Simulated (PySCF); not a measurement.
Compound: (MeGe)4NH6 adamantane, C4H18Ge4N6.
Bonds: Ge1–C2, Ge1–N3, Ge1–N9, Ge1–N13, N3–Ge4, Ge4–C5, Ge4–N6, Ge4–N14, N6–Ge7, Ge7–C8, Ge7–N9, Ge7–N10, N10–Ge11, Ge11–C12, Ge11–N13, Ge11–N14. Hydrogens: H15, H16, H17 on C2; H18 on N3; H19, H20, H21 on C5; H22 on N6; H23, H24, H25 on C8; H26 on N9; H27 on N10; H28, H29, H30 on C12; H31 on N13; H32 on N14.

Method: PBE0-D3(BJ)/def2-SVP geometry optimisation, gas phase in PySCF 2.14.0.

Problem. What internal coordinates does the optimisation give?

Solution. 
```json
{"bond": "Ge1–C2 and 3 like bonds", "length (Å)": "1.936"}
{"bond": "Ge1–N3, Ge11–N13", "length (Å)": "1.864"}
{"bond": "Ge1–N9 and 4 like bonds", "length (Å)": "1.851"}
{"bond": "Ge1–N13 and 4 like bonds", "length (Å)": "1.845"}
{"bond": "C2–H15 and 11 like bonds", "length (Å)": "1.099"}
{"bond": "N3–H18 and 5 like bonds", "length (Å)": "1.020"}
```

Bonds in one row agree within 0.01 Å and their mean is given. A selection of angles:
```json
{"angle": "C2–Ge1–N3", "degrees": "110.7"}
{"angle": "C2–Ge1–N13", "degrees": "113.6"}
{"angle": "N3–Ge1–N9", "degrees": "109.0"}
{"angle": "N3–Ge1–N13", "degrees": "106.6"}
{"angle": "N9–Ge1–N13", "degrees": "105.1"}
{"angle": "Ge1–C2–H15", "degrees": "109.7"}
{"angle": "Ge1–C2–H16", "degrees": "110.6"}
{"angle": "H15–C2–H16", "degrees": "108.8"}
{"angle": "H16–C2–H17", "degrees": "108.4"}
{"angle": "Ge1–N3–Ge4", "degrees": "114.4"}
{"angle": "Ge1–N3–H18", "degrees": "112.4"}
{"angle": "Ge4–N6–Ge7", "degrees": "115.1"}
{"angle": "Ge7–N9–H26", "degrees": "113.0"}
{"angle": "Ge11–N10–H27", "degrees": "109.9"}
{"angle": "H18–N3–Ge4", "degrees": "112.1"}
{"angle": "H22–N6–Ge4", "degrees": "111.4"}
{"angle": "H22–N6–Ge7", "degrees": "111.3"}
{"angle": "H26–N9–Ge1", "degrees": "111.7"}
```

Torsions: C2–Ge1–N3–Ge4 -177° (antiperiplanar); C2–Ge1–N9–Ge7 177° (antiperiplanar); C2–Ge1–N13–Ge11 -178° (antiperiplanar); Ge1–N3–Ge4–C5 178° (antiperiplanar); N3–Ge4–N6–Ge7 -56° (synclinal); N3–Ge4–N14–Ge11 55° (synclinal); Ge4–N6–Ge7–C8 -179° (antiperiplanar); N6–Ge7–N9–Ge1 -55° (synclinal); N6–Ge7–N10–Ge11 56° (synclinal); Ge7–N10–Ge11–C12 179° (antiperiplanar); N10–Ge11–N13–Ge1 -59° (synclinal); N10–Ge11–N14–Ge4 60° (synclinal).

The Ge–N distances run from 1.840 Å (N10–Ge11) to 1.865 Å (Ge1–N3), a spread of 0.025 Å. Ge1 (germanium bonded to C and 3 N) is distorted tetrahedral (angles from 105.1° to 113.6°). N3 (nitrogen bonded to 2 Ge and H) is pyramidal (angles 114.4°, 112.4° and 112.1°, sum 338.9°, 0.39 Å off the plane of its three neighbours). All 4 C–Ge bonds measure 1.935 to 1.937 Å.

Whether it is a minimum is left open (no frequencies). The numbers are those of one conformer.
